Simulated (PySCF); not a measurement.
## Ionisation energy of W⁵⁸⁺ by level of theory

W⁵⁸⁺ [Ne] 3s2 3p4 [3p1/2^2 3p3/2^2, M_J = 2] → W⁵⁹⁺ [Ne] 3s2 3p3 [3p1/2^2 3p3/2^1, M_J = 3/2], as a difference of total energies. Calculation: PySCF 2.14, in an uncontracted even-tempered set (18 s from 18 bohr⁻², ratio 2.4; 14 p from 23 bohr⁻², ratio 2.4; 4 d from 81 bohr⁻², ratio 2.6; 4 f from 120 bohr⁻², ratio 2.6); the two-component X2C-1e Hamiltonian. Correlated levels: 1s2 frozen; the 48 highest virtual spinors dropped. "Screened" scales the spin-orbit matrix elements by Boettger's factors to mimic the two-electron term; Breit and QED terms are absent.

```json
{"method": "GHF (spin-free)", "ionisation energy (eV)": "6069.2"}
{"method": "GMP2 (spin-free)", "ionisation energy (eV)": "6070.6"}
{"method": "GHF (screened spin-orbit)", "ionisation energy (eV)": "5982.9"}
{"method": "GMP2 (screened spin-orbit)", "ionisation energy (eV)": "5983.3"}
```

Breit and QED terms and the two-electron picture change are absent.

The spin-free rows relax to the high-spin LS determinant and lack the spin-orbit shift.

The labels give the starting determinants; with spin-orbit coupling the two ends relaxed to ⟨J²⟩ = 6.00, ⟨L²⟩ = 3.29, ⟨S²⟩ = 1.41 and ⟨J²⟩ = 3.75, ⟨L²⟩ = 2.59, ⟨S²⟩ = 1.50.

For comparison: 5970 ± 5 eV (semi-empirical (NIST evaluation); NIST Atomic Spectra Database, ionization energies).
